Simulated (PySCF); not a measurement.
Computed IR spectrum (relative IR intensity) of a molecule C6H5I. The structure is a stationary point at PBE0-D3(BJ)/def2-SVP. The def2 effective core potentials stand for the cores of I; spin–orbit coupling is left out. Other conformers were not sampled. Method: PBE0-D3(BJ)/def2-SVP run with PySCF 2.14.0. Frequencies are harmonic and unscaled.

```csv
ν (cm⁻¹),relative intensity
289,2.9
381,3.3
439,3.4
489,5.2
496,13
612,6.4
676,35
701,35
860,11
948,39
981,9.5
1004,12
1059,9.8
1178,22
1268,24
1315,2.1
1417,10
1658,4.6
1715,6.0
3156,2.7
3163,5.1
3489,100
```

Question: Identify the compound among the candidates.
(A) C#C/C=C\C=C\I
(B) C#C/C(C=C)=C/I
(C) C#C/C=C(\I)C=C
(D) C#CC(=C)C(=C)I

Answer: C, C#C/C=C(\I)C=C
